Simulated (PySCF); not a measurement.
These 4 structures share the formula C4H7F3Si. Level of theory: PBE0-D3(BJ)/def2-SVP geometry optimisation, gas phase in PySCF. One conformer each; no zero-point energy, no entropy. No frequencies were run at this level. Point groups hold within 0.08 Å.

Question: Rank from lowest to highest electronic energy at this level (kcal/mol).
A. `[F:1][C:2]([F:3])([F:4])/[CH:5]=[CH:6]/[CH2:7][SiH3:8]` with C5–C6–C7–Si8 -104°
B. `[F:1][CH:2]([F:3])[C@@H:4]1[CH2:5][C@H:6]([F:7])[SiH2:8]1` with F1–C2–C4–C5 -69°, C2–C4–C5–C6 -93°, C4–C5–C6–F7 86°, C5–C6–Si8–C4 19°, C2–C4–Si8–C6 95°
C. `[F:1][C:2]([F:3])([F:4])[CH2:5][C@H:6]1[CH2:7][SiH2:8]1` with C2–C5–C6–C7 -162°
D. `[F:1][C:2]([F:3])([F:4])/[CH:5]=[CH:6]\[CH2:7][SiH3:8]` with C5–C6–C7–Si8 101°

Answer: A (0.0), D (1.3), C (4.8), B (12.4).

As drawn, the lowest has a C=C bond outside aromatic rings, which the highest lacks; the highest has a four-membered ring, which the lowest lacks. Neighbours under 2.5 kcal/mol apart (FC(F)(F)/C=C/C[SiH3] and FC(F)(F)/C=C\C[SiH3]) can change places with a better method, another conformer or zero-point energy. FC(F)(F)/C=C/C[SiH3] and FC(F)(F)/C=C\C[SiH3] are stereoisomers, 1.3 kcal/mol apart in the conformers taken.

| SMILES | E (Eh) | E rel (kcal/mol) | dipole (D) | point group | A, B, C (MHz) |
| --- | --- | --- | --- | --- | --- |
| FC(F)(F)/C=C/C[SiH3] | -744.63400 | 0.0 | 2.81 | C1 | 3908, 656.7, 639.7 |
| FC(F)(F)/C=C\C[SiH3] | -744.63188 | 1.3 | 2.34 | C1 | 3341, 898.9, 852.7 |
| FC(F)(F)C[C@H]1C[SiH2]1 | -744.62636 | 4.8 | 2.17 | C1 | 3426, 964.4, 899.8 |
| FC(F)[C@@H]1C[C@H](F)[SiH2]1 | -744.61418 | 12.4 | 2.84 | C1 | 2501, 1233, 1059 |

Question: How do the relative energies change in single points at HF/pcSseg-1 (no added dispersion term) on the same geometries?

Answer: 
| SMILES | PBE0-D3(BJ)/def2-SVP (kcal/mol) | HF/pcSseg-1 (kcal/mol) | shift |
| --- | --- | --- | --- |
| FC(F)(F)/C=C/C[SiH3] | 0.0 | 0.0 | 0.0 |
| FC(F)(F)/C=C\C[SiH3] | 1.3 | 2.8 | +1.5 |
| FC(F)(F)C[C@H]1C[SiH2]1 | 4.8 | 15.1 | +10.3 |
| FC(F)[C@@H]1C[C@H](F)[SiH2]1 | 12.4 | 19.4 | +7.0 |

Each column counts from its own lowest isomer. The order is unchanged; the largest shift is 10.3 kcal/mol.
